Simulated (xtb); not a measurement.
H₁₂O₆Zn (SMILES [OH2]->[Zn+2](<-[OH2])(<-[OH2])(<-[OH2])(<-[OH2])<-[OH2]), charge +2, singlet, from a rough starting geometry (GFN-xTB shapes and energies of metal compounds can be far from the true ones); xtb 6.7.1 with GFN2-xTB.

Input for xtb:
```
$ xtb mol.xyz --gfn 2 --chrg 2 --opt vtight --json

# file mol.xyz
19

Zn     0.09477059     0.00639553     0.00541260
O     -0.69652453     1.72590920    -0.80137383
H     -1.44414931     1.68246612    -1.43665799
H     -0.16356948     2.49181667    -1.10973906
O      1.55524492     1.03020068     0.76846880
H      1.54810311     1.82712344     1.37704461
H      2.53002901     0.87779542     0.67469347
O      0.99830185    -0.37808809    -1.67406158
H      1.96331346    -0.48713393    -1.81993883
H      0.61697770    -0.61317193    -2.56067776
O     -1.09493415     0.37286575     1.62831595
H     -1.63513536     1.18474348     1.75096725
H     -0.92215235     0.06581081     2.53372366
O     -1.57700861    -0.95702013    -0.74388987
H     -1.53854355    -1.84929834    -1.19838440
H     -2.47255616    -0.84813984    -0.43825273
O      0.65066287    -1.69204255     0.82518318
H      0.11767000    -2.44934555     1.05819989
H      1.53743584    -1.84656055     1.20504018
```

Q: Write the output that xtb gives for this input, abridged.

A: 
```
   ID    Z sym.   atoms
    1   30 Zn     1
    2    8 O      2, 5, 8, 11, 14, 17
    3    1 H      3, 4, 6, 7, 9, 10, 12, 13, 15, 16, 18, 19

           -------------------------------------------------
          |                Calculation Setup                |
           -------------------------------------------------

molecular fragmentation (1/2 indicates fragments):
1111111111111111222
# atoms in fragment 1/2:    16     3
 fragment masses (1/2) :      155.45       18.02
CMA distance (Bohr)    :   4.340
constraining FC (au)   :  0.0500

           -------------------------------------------------
          |                 G F N 2 - x T B                 |
           -------------------------------------------------

          ...................................................
          :                      SETUP                      :
          :.................................................:
          :  # basis functions                  40          :
          :  # atomic orbitals                  40          :
          :  # shells                           26          :
          :  # electrons                        48          :
          :  max. iterations                   250          :
          :  Hamiltonian                  GFN2-xTB          :
          :  restarted?                      false          :
          :  GBSA solvation                  false          :
          :  PC potential                    false          :
          :  electronic temp.          300.0000000     K    :
          :  accuracy                    1.0000000          :
          :  -> integral cutoff          0.2500000E+02      :
          :  -> integral neglect         0.1000000E-07      :
          :  -> SCF convergence          0.1000000E-05 Eh   :
          :  -> wf. convergence          0.1000000E-03 e    :
          :  Broyden damping             0.4000000          :
          :  net charge                          2          :
          :  unpaired electrons                  0          :
          ...................................................

 iter      E             dE          RMSdq      gap      omega  full diag
   1    -30.0913395 -0.300913E+02  0.543E+00    6.36       0.0  T
   2    -30.3038951 -0.212556E+00  0.271E+00    8.59       1.0  T
   3    -30.3425393 -0.386442E-01  0.148E+00    6.80       1.0  T
   4    -30.3632116 -0.206723E-01  0.302E-01    7.24       1.0  T
   5    -30.3634997 -0.288127E-03  0.301E-02    7.34       1.0  T
   6    -30.3635074 -0.770293E-05  0.127E-02    7.34       1.8  T
   7    -30.3635075 -0.111798E-06  0.124E-03    7.33      18.4  T
   8    -30.3635075 -0.762262E-08  0.334E-04    7.33      68.7  T
   9    -30.3635075  0.922853E-10  0.164E-04    7.33     139.6  T

   *** convergence criteria satisfied after 9 iterations ***

         :::::::::::::::::::::::::::::::::::::::::::::::::::::
         ::                     SUMMARY                     ::
         :::::::::::::::::::::::::::::::::::::::::::::::::::::
         :: total energy             -30.191582992647 Eh    ::
         :: gradient norm              0.089887642285 Eh/a0 ::
         :: HOMO-LUMO gap              7.334748204743 eV    ::
         ::.................................................::
         :: SCC energy               -30.363401164722 Eh    ::
         :: -> isotropic ES            0.456109047409 Eh    ::
         :: -> anisotropic ES         -0.015322071477 Eh    ::
         :: -> anisotropic XC          0.003129963334 Eh    ::
         :: -> dispersion             -0.009143182698 Eh    ::
         :: repulsion energy           0.171818172075 Eh    ::
         :: add. restraining           0.000000000000 Eh    ::
         :: total charge               2.000000000000 e     ::
         :::::::::::::::::::::::::::::::::::::::::::::::::::::

      -----------------------------------------------------------
     |                   =====================                   |
[...]
 * total energy  :   -30.1999711 Eh     change       -0.1431807E-05 Eh
 * total energy  :   -30.1999744 Eh     change       -0.3332308E-05 Eh
 * total energy  :   -30.1999758 Eh     change       -0.1433308E-05 Eh
 * total energy  :   -30.1999778 Eh     change       -0.1943370E-05 Eh
 * total energy  :   -30.1999791 Eh     change       -0.1316555E-05 Eh
 * total energy  :   -30.1999801 Eh     change       -0.1029262E-05 Eh
 * total energy  :   -30.1999808 Eh     change       -0.6563815E-06 Eh
 * total energy  :   -30.1999812 Eh     change       -0.4116693E-06 Eh
 * total energy  :   -30.1999814 Eh     change       -0.2041172E-06 Eh
 * total energy  :   -30.1999812 Eh     change        0.2111204E-06 Eh
 * total energy  :   -30.1999815 Eh     change       -0.2680338E-06 Eh
 * total energy  :   -30.1999815 Eh     change       -0.1127702E-07 Eh
   *** GEOMETRY OPTIMIZATION CONVERGED AFTER 57 ITERATIONS ***
         :: total energy             -30.199981463185 Eh    ::
[...]
      -------------------------------------------------------------
                  HL-Gap            0.2820767 Eh            7.6757 eV
             Fermi-level           -0.6274914 Eh          -17.0749 eV

     #   Z          covCN         q      C6AA      α(0)
     1  30 Zn       4.042     0.322   121.267    21.511
     2   8 O        2.284    -0.451    21.812     6.308
     3   1 H        0.805     0.365     0.553     1.168
     4   1 H        0.805     0.365     0.553     1.168
     5   8 O        2.283    -0.451    21.813     6.308
     6   1 H        0.805     0.365     0.553     1.168
     7   1 H        0.805     0.365     0.553     1.168
     8   8 O        2.283    -0.451    21.812     6.308
     9   1 H        0.805     0.365     0.553     1.168
    10   1 H        0.805     0.365     0.553     1.168
    11   8 O        2.283    -0.451    21.812     6.308
    12   1 H        0.805     0.365     0.553     1.168
    13   1 H        0.805     0.365     0.553     1.168
    14   8 O        2.283    -0.451    21.813     6.308
    15   1 H        0.805     0.365     0.553     1.168
    16   1 H        0.805     0.365     0.553     1.168
    17   8 O        2.283    -0.451    21.813     6.308
    18   1 H        0.805     0.365     0.553     1.168
    19   1 H        0.805     0.365     0.553     1.168

 Mol. C6AA /au·bohr⁶  :       2251.762716
 Mol. C8AA /au·bohr⁸  :      62930.309853
 Mol. α(0) /au        :         73.378310

Wiberg/Mayer (AO) data.
largest (>0.10) Wiberg bond orders for each atom

 ---------------------------------------------------------------------------
     #   Z sym  total        # sym  WBO       # sym  WBO       # sym  WBO
 ---------------------------------------------------------------------------
     1  30 Zn   2.268 --     2 O    0.371    11 O    0.371     8 O    0.371
                            17 O    0.371     5 O    0.371    14 O    0.371
     2   8 O    2.206 --     4 H    0.859     3 H    0.859     1 Zn   0.371
     3   1 H    0.866 --     2 O    0.859
     4   1 H    0.866 --     2 O    0.859
     5   8 O    2.206 --     7 H    0.859     6 H    0.859     1 Zn   0.371
     6   1 H    0.866 --     5 O    0.859
     7   1 H    0.866 --     5 O    0.859
     8   8 O    2.206 --     9 H    0.859    10 H    0.859     1 Zn   0.371
     9   1 H    0.866 --     8 O    0.859
    10   1 H    0.866 --     8 O    0.859
    11   8 O    2.206 --    13 H    0.859    12 H    0.859     1 Zn   0.371
    12   1 H    0.866 --    11 O    0.859
    13   1 H    0.866 --    11 O    0.859
    14   8 O    2.206 --    15 H    0.859    16 H    0.859     1 Zn   0.371
    15   1 H    0.866 --    14 O    0.859
    16   1 H    0.866 --    14 O    0.859
    17   8 O    2.206 --    19 H    0.859    18 H    0.859     1 Zn   0.371
    18   1 H    0.866 --    17 O    0.859
    19   1 H    0.866 --    17 O    0.859
 ---------------------------------------------------------------------------

Topologies differ in total number of bonds
Writing topology from bond orders to xtbtopo.mol

molecular dipole:
                 x           y           z       tot (Debye)
 q only:        0.014       0.029       0.009
   full:        0.014       0.029       0.009       0.084
molecular quadrupole (traceless):
                xx          xy          yy          xz          yz          zz
 q only:        0.000       0.004      -0.002      -0.000      -0.004       0.002
  q+dip:       -0.001       0.007      -0.005       0.000      -0.006       0.005
   full:       -0.000       0.007      -0.004      -0.001      -0.006       0.004

optimized geometry written to: xtbopt.xyz

           -------------------------------------------------
          | TOTAL ENERGY              -30.199981463185 Eh   |
          | GRADIENT NORM               0.000075704073 Eh/α |
          | HOMO-LUMO GAP               7.675697726105 eV   |
           -------------------------------------------------

normal termination of xtb
```
